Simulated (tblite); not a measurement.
Species: C4H10Ge2O2.
Atom-mapped SMILES: `[CH3:1][C:2](=[O:3])/[CH:4]=[CH:5]/[GeH2:6][O:7][GeH3:8]` (hydrogens: H9, H10, H11 on C1; H12 on C4; H13 on C5; H14, H15 on Ge6; H16, H17, H18 on Ge8)

Computed with GFN2-xTB (tblite), gas phase: L-BFGS steps from a force-field or distance-geometry start until the largest atomic force falls under 0.01 eV/Å.

Step 8: E = -697.2981 eV
```
atom  x, y, z in Å  |  force x, y, z in eV/Å
C1     -3.2838    0.7851   -0.3488   -0.012   0.008  -0.016
C2     -2.1610    0.5451    0.6376   -0.218   0.084  -0.143
O3     -2.1953    0.9797    1.7658    0.054  -0.014  -0.006
C4     -1.0273   -0.2672    0.1350   -0.179   0.076  -0.067
C5      0.0094   -0.5542    0.9162   -0.081  -0.017   0.072
Ge6     1.4955   -1.6351    0.3060    0.136  -0.405   0.066
O7      2.2556   -0.7511   -1.0161   -0.068  -0.116  -0.245
Ge8     3.0963    0.7125   -0.5647    0.057   0.181  -0.073
H9     -4.0636    1.3761    0.1343    0.081  -0.075  -0.104
H10    -2.9139    1.3167   -1.2284    0.025  -0.044   0.142
H11    -3.7051   -0.1617   -0.6939    0.097   0.069   0.105
H12    -1.0709   -0.6242   -0.8862   -0.071   0.004   0.009
H13     0.0056   -0.1567    1.9202   -0.031   0.040   0.145
H14     1.0678   -2.9833   -0.2445    0.141   0.213  -0.105
H15     2.5826   -1.7612    1.3464   -0.071  -0.128   0.095
H16     2.0902    1.5868    0.1036   -0.027   0.197   0.039
H17     4.1331    0.2695    0.4021    0.251   0.069   0.156
H18     3.6764    1.3295   -1.7963   -0.084  -0.142  -0.071
```

Step 9: E = -697.3194 eV
```
atom  x, y, z in Å  |  force x, y, z in eV/Å
C1     -3.2822    0.7851   -0.3482    0.032   0.009   0.021
C2     -2.1638    0.5520    0.6432   -0.169   0.091  -0.035
O3     -2.1953    0.9843    1.7742    0.028  -0.053  -0.175
C4     -1.0339   -0.2638    0.1352   -0.295   0.084  -0.167
C5     -0.0050   -0.5598    0.9192    0.085  -0.047   0.158
Ge6     1.4901   -1.6454    0.3202    0.167  -0.384   0.031
O7      2.2623   -0.7519   -0.9848   -0.067  -0.059  -0.302
Ge8     3.1025    0.7209   -0.5649    0.036   0.145   0.008
H9     -4.0640    1.3748    0.1291    0.028  -0.049  -0.107
H10    -2.9042    1.3111   -1.2272    0.007  -0.018   0.132
H11    -3.6934   -0.1661   -0.6919    0.066   0.067   0.109
H12    -1.0926   -0.6152   -0.8894   -0.015  -0.008   0.090
H13    -0.0113   -0.1464    1.9193   -0.009  -0.028   0.099
H14     1.0910   -2.9819   -0.2869    0.111   0.244  -0.016
H15     2.5893   -1.7797    1.3534   -0.155  -0.132   0.090
H16     2.0907    1.6013    0.1048    0.063   0.146  -0.021
H17     4.1455    0.2787    0.4074    0.185   0.135   0.071
H18     3.6655    1.3084   -1.8243   -0.095  -0.146   0.016
```

Step 10: E = -697.3357 eV
```
atom  x, y, z in Å  |  force x, y, z in eV/Å
C1     -3.2811    0.7854   -0.3476    0.038   0.014   0.036
C2     -2.1684    0.5584    0.6457   -0.048   0.049   0.041
O3     -2.1948    0.9873    1.7784   -0.016  -0.034  -0.209
C4     -1.0418   -0.2601    0.1344   -0.204   0.031  -0.115
C5     -0.0169   -0.5648    0.9227    0.131  -0.061   0.120
Ge6     1.4888   -1.6593    0.3312    0.118  -0.186  -0.022
O7      2.2659   -0.7541   -0.9676   -0.042   0.020  -0.231
Ge8     3.1076    0.7290   -0.5648    0.000   0.037   0.072
H9     -4.0643    1.3733    0.1233   -0.050   0.001  -0.084
H10    -2.8962    1.3068   -1.2239    0.005   0.021   0.074
H11    -3.6832   -0.1687   -0.6882    0.023   0.029   0.085
H12    -1.1096   -0.6088   -0.8909    0.022  -0.025   0.114
H13    -0.0241   -0.1391    1.9209    0.004  -0.093   0.026
H14     1.1107   -2.9766   -0.3199    0.070   0.189   0.025
H15     2.5919   -1.7968    1.3615   -0.189  -0.136   0.091
H16     2.0916    1.6164    0.1058    0.136   0.091  -0.071
H17     4.1596    0.2884    0.4135    0.093   0.189  -0.026
H18     3.6556    1.2897   -1.8461   -0.093  -0.135   0.075
```

Step 11: E = -697.3455 eV
```
atom  x, y, z in Å  |  force x, y, z in eV/Å
C1     -3.2806    0.7860   -0.3470    0.014   0.019   0.024
C2     -2.1720    0.5619    0.6454    0.050  -0.004   0.053
O3     -2.1948    0.9888    1.7779   -0.044   0.020  -0.118
C4     -1.0476   -0.2580    0.1339   -0.034  -0.038  -0.001
C5     -0.0230   -0.5682    0.9253    0.099  -0.063   0.028
Ge6     1.4908   -1.6700    0.3358    0.044   0.055  -0.055
O7      2.2662   -0.7558   -0.9663   -0.016   0.068  -0.102
Ge8     3.1100    0.7334   -0.5636   -0.026  -0.055   0.090
H9     -4.0653    1.3724    0.1185   -0.099   0.038  -0.054
H10    -2.8919    1.3054   -1.2204    0.011   0.047   0.010
H11    -3.6776   -0.1696   -0.6842   -0.008  -0.012   0.050
H12    -1.1176   -0.6067   -0.8901    0.034  -0.041   0.086
H13    -0.0299   -0.1373    1.9233    0.009  -0.128  -0.026
H14     1.1219   -2.9698   -0.3357    0.033   0.083   0.008
H15     2.5895   -1.8086    1.3684   -0.177  -0.134   0.090
H16     2.0939    1.6273    0.1056    0.165   0.054  -0.090
H17     4.1702    0.2971    0.4173    0.026   0.207  -0.084
H18     3.6490    1.2779   -1.8559   -0.081  -0.116   0.090
```

**Question.** Estimate the geometry and energy of step 12. (The exact step hangs on the optimiser's Hessian estimate; all steps are aligned on step 11, rigid shifts and turns removed.)

**Answer.** E = -697.3528 eV, largest force 0.231 eV/Å
```
atom  x, y, z in Å  |  force x, y, z in eV/Å
C1     -3.2803    0.7868   -0.3463   -0.015   0.021   0.002
C2     -2.1738    0.5638    0.6448    0.087  -0.039   0.032
O3     -2.1955    0.9903    1.7760   -0.048   0.070   0.003
C4     -1.0511   -0.2575    0.1342    0.102  -0.087   0.091
C5     -0.0255   -0.5714    0.9270    0.049  -0.053  -0.049
Ge6     1.4933   -1.6761    0.3372   -0.015   0.218  -0.074
O7      2.2655   -0.7560   -0.9696    0.003   0.087   0.017
Ge8     3.1109    0.7350   -0.5615   -0.033  -0.099   0.064
H9     -4.0678    1.3726    0.1142   -0.104   0.049  -0.033
H10    -2.8891    1.3056   -1.2176    0.010   0.055  -0.032
H11    -3.6743   -0.1701   -0.6803   -0.025  -0.033   0.020
H12    -1.1216   -0.6066   -0.8881    0.036  -0.055   0.042
H13    -0.0328   -0.1391    1.9250    0.015  -0.140  -0.044
H14     1.1293   -2.9634   -0.3445    0.004  -0.009  -0.021
H15     2.5840   -1.8186    1.3751   -0.152  -0.125   0.087
H16     2.0984    1.6358    0.1040    0.161   0.037  -0.085
H17     4.1782    0.3068    0.4187   -0.009   0.199  -0.103
H18     3.6434    1.2684   -1.8598   -0.065  -0.095   0.084
```

The energy changes by -0.0073 eV. The first-order estimate −F·Δx gives -0.0096 eV and the mean of the old and new forces, exact on a quadratic surface, -0.0073 eV. The step makes an angle of 56° with the force vector and moves no atom by more than 0.013 Å.

The cost below is that of the whole relaxation. On one thread of an Arm Neoverse N1, no GPU, shared host with 64 logical CPUs at a one-minute load of 50, this took 1.3 s wall.
